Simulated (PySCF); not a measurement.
KMg: frontier orbitals

PBE at R = 3.950 Å; PySCF, no relativity, basis sets K def2-SVPD, Mg def2-SVPD. State: ²Σ⁺ (doublet), unpaired electrons σ ↑. Only the outer orbitals are listed, counted within each symmetry.

```json
{"spin": "α", "orbital": "7σ", "occ.": "1", "ε (eV)": "-35.31", "on K (%)": "100", "main shells (%)": "100 K s"}
{"spin": "α", "orbital": "3π", "occ.": "1", "ε (eV)": "-19.13", "on K (%)": "100", "main shells (%)": "100 K p"}
{"spin": "α", "orbital": "3π", "occ.": "1", "ε (eV)": "-19.13", "on K (%)": "100", "main shells (%)": "100 K p"}
{"spin": "α", "orbital": "8σ", "occ.": "1", "ε (eV)": "-19.09", "on K (%)": "100", "main shells (%)": "100 K p"}
{"spin": "α", "orbital": "9σ", "occ.": "1", "ε (eV)": "-4.76", "on K (%)": "10", "main shells (%)": "90 Mg s"}
{"spin": "α", "orbital": "10σ", "occ.": "1", "ε (eV)": "-2.57", "on K (%)": "75", "main shells (%)": "74 K s, 21 Mg p"}
{"spin": "α", "orbital": "4π", "occ.": "0", "ε (eV)": "-1.54", "on K (%)": "29", "main shells (%)": "71 Mg p, 28 K p"}
{"spin": "α", "orbital": "4π", "occ.": "0", "ε (eV)": "-1.54", "on K (%)": "29", "main shells (%)": "71 Mg p, 28 K p"}
{"spin": "α", "orbital": "11σ", "occ.": "0", "ε (eV)": "-1.50", "on K (%)": "51", "main shells (%)": "48 Mg p, 34 K p, 16 K s"}
{"spin": "β", "orbital": "7σ", "occ.": "1", "ε (eV)": "-35.26", "on K (%)": "100", "main shells (%)": "100 K s"}
{"spin": "β", "orbital": "3π", "occ.": "1", "ε (eV)": "-19.06", "on K (%)": "100", "main shells (%)": "100 K p"}
{"spin": "β", "orbital": "3π", "occ.": "1", "ε (eV)": "-19.06", "on K (%)": "100", "main shells (%)": "100 K p"}
{"spin": "β", "orbital": "8σ", "occ.": "1", "ε (eV)": "-19.02", "on K (%)": "100", "main shells (%)": "100 K p"}
{"spin": "β", "orbital": "9σ", "occ.": "1", "ε (eV)": "-4.59", "on K (%)": "8", "main shells (%)": "92 Mg s"}
{"spin": "β", "orbital": "10σ", "occ.": "0", "ε (eV)": "-1.96", "on K (%)": "65", "main shells (%)": "65 K s, 30 Mg p"}
{"spin": "β", "orbital": "4π", "occ.": "0", "ε (eV)": "-1.38", "on K (%)": "12", "main shells (%)": "87 Mg p, 11 K p"}
{"spin": "β", "orbital": "4π", "occ.": "0", "ε (eV)": "-1.38", "on K (%)": "12", "main shells (%)": "87 Mg p, 11 K p"}
```

Which are the highest filled and the lowest empty level, where do they sit, and how wide is the gap?

Highest filled α 10σ at -2.57 eV (in %: 74 K s, 21 Mg p); lowest empty β 10σ at -1.96 eV (in %: 65 K s, 30 Mg p); the gap at PBE is 0.61 eV.

```
bond order (Mayer)                              : 0.52
⟨S²⟩                                            : 0.754
charge on K (Mulliken, basis-dependent)         : 0.07
charge on K (Löwdin, basis-dependent)           : 0.06
dipole moment (positive dipole means K(−)Mg(+)) : -1.78 D
polarisability along the bond                   : 601.7 bohr³
polarisability across the bond                  : 300.0 bohr³
```

The state was picked by a PBE0 search and need not be the measured ground state.
